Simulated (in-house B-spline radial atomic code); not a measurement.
## BP86 excitations of Ru IX (Ru8+)

Method: BP86. Computed with an all-electron radial atomic-structure program (B-spline basis): linear response of the closed shell [Ar] 3d10 4s2 4p6 with the functional's adiabatic kernel; scalar-relativistic (spin-free one-electron X2C), finite nucleus, no spin-orbit coupling, no double excitations, S, P, D and F terms only; shells from n = 2 respond. Only terms of natural parity with L up to 3 were computed.

Command:
```bash
python run_td.py task.json out
```
Settings (radii: box in bohr, nucleus in fm):
```
Z                        44
electrons                36
configuration            [Ar] 3d10 4s2 4p6
hamiltonian              x2c
method                   b88,p86
box_radius               11.59
rms_radius               4.4809
intervals                69
```

Run time, properties included: 2.1 s on 1 thread of Arm Neoverse N1, on a shared host.

The lowest states, in the order of their Tamm-Dancoff energies; the method's threshold (minus the highest occupied level) is 169.29 eV. Labels give the largest channel, * marks a mixed state, and oscillator strengths are full-response dipole values. Semilocal kernels can invert the small singlet-triplet splittings of Rydberg terms. Energies in eV:

```
     state  full response  Tamm-Dancoff  oscillator strength
4p → 4d 3P          46.41         46.50                    -
4p → 4d 3F              ?             ?                    -
4p → 4d 1F          50.15         50.18                    -
4p → 4d 1P          61.78         63.97                 5.31
4s → 4d 3D          79.91         79.97                    -
4p → 5s 3P          80.42         80.43                    -
4p → 5s 1P              ?             ?                    ?
4s → 4d 1D          83.62         83.71                    -
4p → 5p 3S          90.99         91.02                    -
4p → 5p 3D          91.66         91.67                    -
```

Problem. Where does 4p → 4d 3F lie?

Solution. At 46.83 eV in full response, 46.95 eV in Tamm-Dancoff.

Problem. Where does 4p → 5s 1P lie?

Solution. At 81.15 eV in full response, 81.18 eV in Tamm-Dancoff, oscillator strength 0.577.

Problem. How large is the singlet-triplet splitting of 4p → 4d (F terms) in Tamm-Dancoff?

Solution. 3.23 eV, from the unrounded values.

Problem. What polarisabilities and dispersion coefficient does the method give?

Solution. Dipole 1.173 bohr³, quadrupole 1.285 bohr⁵, C6 2.609 hartree·bohr⁶ for two such species.
